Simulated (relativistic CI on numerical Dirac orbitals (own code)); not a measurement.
## Electric-dipole transitions in I51+

These numbers are calculated, not measured: Dirac-Coulomb-Breit CI, orbitals from a KLI potential per configuration, a model potential for QED, unscaled Slater integrals (own radial code, finite nucleus).

Configuration list: 1s², 1s2s, 1s2p, 1s3s, 1s3p, 1s3d, 1s4s, 1s4p, 1s4d, 1s4f, 1s5s, 1s5p, 1s5d, 1s5f, 1s5g, 1s6s, 1s6p, 1s6d, 2s². Levels of other configurations are missing.

| λ vac (nm) | Lower | Upper | A (s⁻¹) | E lower (eV) | E upper (eV) |
| --- | --- | --- | --- | --- | --- |
| 0.04212 | 1s² ¹S0 [1] | 1s2p ¹P°1 [7] | 6.37e+15 | 0.0 | 29436.9 |
| 0.22415 | 1s2p ³P°1 [3] | 1s3d ³D2 [13] | 4.15e+14 | 29044.5 | 34575.9 |
| 0.23810 | 1s2p ³P°2 [6] | 1s3d ³D3 [16] | 4.73e+14 | 29402.3 | 34609.5 |
| 0.23963 | 1s2p ¹P°1 [7] | 1s3d ¹D2 [17] | 4.23e+14 | 29436.9 | 34610.8 |
| 0.64338 | 1s3p ³P°1 [9] | 1s4d ³D2 [23] | 4.20e+13 | 34461.3 | 36388.3 |
| 0.67571 | 1s3p ³P°2 [12] | 1s4d ³D3 [26] | 5.12e+13 | 34567.6 | 36402.5 |
| 0.67867 | 1s3d ³D2 [13] | 1s4f ³F°3 [27] | 9.58e+13 | 34575.9 | 36402.7 |
| 0.67908 | 1s3d ³D1 [14] | 1s4f ³F°2 [28] | 8.62e+13 | 34577.3 | 36403.0 |
| 0.67914 | 1s3p ¹P°1 [15] | 1s4d ¹D2 [29] | 4.62e+13 | 34577.5 | 36403.1 |
| 0.68868 | 1s3d ³D3 [16] | 1s4f ³F°4 [30] | 1.01e+14 | 34609.5 | 36409.8 |
| 0.68911 | 1s3d ¹D2 [17] | 1s4f ¹F°3 [31] | 9.58e+13 | 34610.8 | 36410.0 |
| 1.4588 | 1s4p ³P°2 [22] | 1s5d ³D3 [40] | 1.07e+13 | 36384.9 | 37234.8 |
| 1.4646 | 1s4d ³D2 [23] | 1s5f ³F°3 [41] | 1.77e+13 | 36388.3 | 37234.9 |
| 1.4653 | 1s4d ³D1 [24] | 1s5f ³F°2 [42] | 1.60e+13 | 36388.9 | 37235.1 |
| 1.4831 | 1s4d ³D3 [26] | 1s5f ³F°4 [44] | 1.89e+13 | 36402.5 | 37238.5 |
| 1.4835 | 1s4f ³F°3 [27] | 1s5g ³G4 [45] | 3.02e+13 | 36402.7 | 37238.5 |
| 1.4838 | 1s4f ³F°2 [28] | 1s5g ³G3 [46] | 2.88e+13 | 36403.0 | 37238.6 |
| 1.4840 | 1s4d ¹D2 [29] | 1s5f ¹F°3 [47] | 1.80e+13 | 36403.1 | 37238.6 |
| 1.4922 | 1s4f ³F°4 [30] | 1s5g ³G5 [48] | 3.11e+13 | 36409.8 | 37240.7 |
| 1.4924 | 1s4f ¹F°3 [31] | 1s5g ¹G4 [49] | 3.02e+13 | 36410.0 | 37240.7 |

Terms are leading LS components. Brackets give the number of a level in order of energy, since labels repeat. The list gives strong lines, with weight on those to low levels, without lines whose two gauges differ by over a factor of 2.5, among the lowest 59 of 60 levels, so that lines to higher ones, which can be the strongest, are missing. Levels whose partners in the same complex of configurations lie outside the list can be far off, and so can their lines. Rates are taken at the computed energies, electric ones in the length gauge.

At this charge energies of transitions that change n are usually good to better than 1 %, and those within a shell (Δn = 0) to a few per cent.

Task: From the table, what is the radiative lifetime of 1s2p ¹P°1?

Result: The listed rates from this level add up to about 6.37e+15 s⁻¹, 100 % of its decay; with all channels τ = 1.57e-16 s.

LS names give the leading component of a level, which can be under half, so a name can repeat, a term be missing and a line seem to break the LS rules.
